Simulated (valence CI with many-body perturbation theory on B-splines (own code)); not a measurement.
Tm XXXIX: fill in the table

Method: configuration interaction combined with many-body perturbation theory (CI+MBPT): three valence electrons over a frozen Dirac-Fock core [Ar] 3d10, radial functions for each j: 11 s, 11 p, 9 d, 7 f, 5 g, 2 h, 1 i, with the one-electron correlation potential Σ1 (screened to all orders), the two-electron term Σ2, the three-electron term Σ3, Breit, model QED; selected single and double excitations, second order for the rest (own B-spline code, finite nucleus).

The last digits are not significant, and no measured levels were compared; by estimate large intervals hold to a few tenths of a per cent, small ones and those within an open d or f shell to about a per cent.

```tsv
Level	E (cm⁻¹)
(4s^2 4p1/2) J=1/2	0
(4s^2 4p3/2) J=3/2	?
(4s 4p1/2^2) J=1/2	679320
(4s 4p1/2 4p3/2) J=3/2 [a]	?
(4s 4p1/2 4p3/2) J=5/2	1191500
(4s 4p1/2 4p3/2) J=3/2 [b]	1277600
(4s 4p1/2 4p3/2) J=1/2	1299700
(4s 4p3/2^2) J=5/2	?
(4s^2 4d3/2) J=3/2	1691000
(4s^2 4d5/2) J=5/2	1840200
(4s 4p3/2^2) J=1/2	?
(4s 4p3/2^2) J=3/2	1875700
(4p1/2^2 4p3/2) J=3/2	1964300
(4s 4p1/2 4d3/2) J=3/2 [a]	?
(4s 4p1/2 4d3/2) J=5/2	2275600
(4s 4p1/2 4d3/2) J=1/2	2373500
(4s 4p1/2 4d3/2) J=3/2 [b]	2375200
(4s 4p1/2 4d5/2) J=5/2 [a]	?
(4p1/2 4p3/2^2) J=3/2	2422100
(4s 4p1/2 4d5/2) J=7/2	2435000
```

Levels are named by their leading jj configuration (3d3/2^4 stands for four electrons in 3d with j = 3/2), which in mixed levels can hold well under half, so a name can repeat and another be missing. Letters in brackets count levels of one name in rising energy.

The levels stand in rising order. What does the calculation give for the missing energies?

(4s^2 4p3/2) J=3/2 544030; (4s 4p1/2 4p3/2) J=3/2 [a] 1131900; (4s 4p3/2^2) J=5/2 1686000; (4s 4p3/2^2) J=1/2 1844000; (4s 4p1/2 4d3/2) J=3/2 [a] 2230700; (4s 4p1/2 4d5/2) J=5/2 [a] 2396200.
